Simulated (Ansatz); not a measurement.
Mulliken charges of CH₄ClFOSTi, SMILES `C[O][Ti]([F])([SH])[Cl]` from r2SCAN/def2-TZVPP in Ansatz (PBE0-D4/def2-TZVP geometry).

| atom | x (Å) | y (Å) | z (Å) | charge (e) |
| --- | --- | --- | --- | --- |
| C1 | 0.613 | -1.391 | -1.293 | 0.007 |
| O2 | 0.231 | -0.450 | -0.336 | -0.509 |
| Ti3 | -0.273 | 0.553 | 0.976 | 1.020 |
| F4 | 0.976 | 0.737 | 2.197 | -0.344 |
| S5 | -0.701 | 2.565 | -0.011 | -0.260 |
| Cl6 | -2.093 | -0.258 | 1.915 | -0.258 |
| H7 | -0.131 | -2.190 | -1.340 | 0.079 |
| H8 | 1.586 | -1.812 | -1.030 | 0.077 |
| H9 | 0.682 | -0.904 | -2.269 | 0.078 |
| H10 | -0.890 | 3.150 | 1.189 | 0.110 |

Task: By hand: the dipole of these point charges (1 e Å = 4.8032 D).

Result: Σ q r = (0.062, -0.107, -0.321) e Å, of length 0.344 e Å = 1.65 D.

Task: How does the dipole of the full density compare? (Best estimate.)

Result: Computed: (0.234, -0.322, -0.458) e Å, 2.91 D; the point charges give 0.57 times that, at 20° from its direction.

Point charges leave out the atoms' own dipoles, such as those of lone pairs, and Mulliken's split depends on the basis, so the two needn't agree.
